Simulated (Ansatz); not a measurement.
`BN([SiH3])C=C` + `C=N` → `BN=C` + `C=CN[SiH3]` at 700 K and 1 bar (ligand exchange at a B–N bond).

Gas-phase electronic energies from Ansatz, PBE0-D4/def2-TZVP geometries. CBS: MP2 limit from def2 TZ/QZ plus the TZ coupled-cluster correction, frozen cores. This one scheme is used for every species. One conformer a species, not always the lowest.

```json
{"species": "`BN([SiH3])C=C`", "CCSD(T)/CBS energy (Eh)": "-449.51164", "H − E (kJ/mol)": "340.1", "S (J/(mol·K))": "466.3"}
{"species": "`C=N`", "CCSD(T)/CBS energy (Eh)": "-94.52360", "H − E (kJ/mol)": "135.6", "S (J/(mol·K))": "268.6"}
{"species": "`BN=C`", "CCSD(T)/CBS energy (Eh)": "-119.93970", "H − E (kJ/mol)": "180.8", "S (J/(mol·K))": "320.8"}
{"species": "`C=CN[SiH3]`", "CCSD(T)/CBS energy (Eh)": "-424.08767", "H − E (kJ/mol)": "293.8", "S (J/(mol·K))": "432.8"}
```

H − E and S are ideal-gas, rigid-rotor, harmonic terms from PBE0-D4/def2-TZVP, for one conformer and one mirror image of each species. 1 Eh = 2625.50 kJ/mol, R = 8.31446 J/(mol·K).

**Question.** By hand: ΔE, ΔH, ΔS and ΔG.

**Answer.** ΔE = (-119.93970) + (-424.08767) − (-449.51164) − (-94.52360) = 0.00787 Eh = 20.7 kJ/mol. Δ(H − E) = 180.8 + 293.8 − 340.1 − 135.6 = -1.1, so ΔH = 19.6 kJ/mol. ΔS = 320.8 + 432.8 − 466.3 − 268.6 = 18.7 J/(mol·K). ΔG = 19.6 − 700 × (18.7)/1000 = 6.5 kJ/mol.

**Question.** By hand: the equilibrium constant, and the temperature at which ΔG would vanish if ΔH and ΔS stayed fixed.

**Answer.** log₁₀ K = −ΔG/(RT ln 10) = -0.5. ΔG = 0 at ΔH/ΔS = 1048 K, though so small a ΔS makes that figure unsure.

TΔS isn't small against ΔH here. A doubt of 5 kJ/mol in ΔE shifts log₁₀ K by 0.4 here. Other conformers and mirror images would add mixing entropy, several J/(mol·K) or more a flexible species. These are equilibria of isolated gas molecules and say nothing of rates. Largest T1 diagnostic: 0.016 (customary marks: 0.02 for closed shells, 0.045 for open ones).
